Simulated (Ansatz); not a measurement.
Relaxation of H7NO3Sn (12 atoms, charge 0, multiplicity 1), to a largest force component of 0.03 eV/Å in at most 50 steps.

Theory: RKS LDA/def2-SVP in Ansatz 0.2.0.

```xyz
12
Properties=species:S:1:pos:R:3
Sn -0.375 0.244 -0.275
N 0.720 -1.474 -0.637
O -2.216 0.033 -0.956
O -0.770 0.873 1.554
O 0.675 1.599 -1.246
H 1.581 -0.608 1.346
H 1.576 -0.233 1.954
H 1.704 -1.210 -0.796
H 0.681 -2.114 0.168
H -2.203 -0.539 -1.749
H -1.747 0.935 1.622
H 0.375 2.493 -0.987
```

Q: Where does it end, and by what steps?

A: The run converged. The force dipped under the threshold on the way, but the program's further checks kept it going. After 23 steps the energy has fallen by 0.243 eV; H6 moved furthest, 1.45 Å.

```tsv
step	energy less start (eV)	largest force component (eV/Å)	accepted
0	0.0000	2.436	yes
1	-0.1480	0.123	yes
2	-0.1537	0.124	yes
3	-0.1455	0.748	no
4	-0.1595	0.223	yes
5	-0.1649	0.368	yes
6	-0.1769	0.223	yes
7	-0.1860	0.249	yes
8	-0.1660	1.025	no
9	-0.1946	0.129	yes
10	-0.2001	0.067	yes
11	-0.2050	0.082	yes
12	-0.2052	0.425	yes
13	-0.2113	0.144	yes
14	-0.2172	0.037	yes
15	-0.2211	0.253	yes
16	-0.2286	0.300	yes
17	-0.2340	0.220	yes
18	-0.2393	0.119	yes
19	-0.2406	0.161	yes
20	-0.2417	0.096	yes
21	-0.2422	0.037	yes
22	-0.2424	0.017	yes
23	-0.2425	0.011	yes
```

```xyz
12
Properties=species:S:1:pos:R:3
Sn -0.223 0.360 -0.468
N 0.872 -1.302 -0.736
O -2.163 0.068 -0.695
O -0.193 1.065 1.386
O 0.481 1.674 -1.755
H 1.031 -1.344 2.465
H 0.715 -0.656 2.229
H 1.676 -1.106 -1.350
H 1.227 -1.616 0.180
H -2.309 -0.682 -1.307
H -1.110 1.020 1.732
H -0.006 2.518 -1.679
```

Whether the end is a true minimum wasn't checked by a vibrational analysis.

Run time: 39 s on 2 threads of Arm Neoverse V1, with other jobs on the host, peak memory 0.15 GiB.
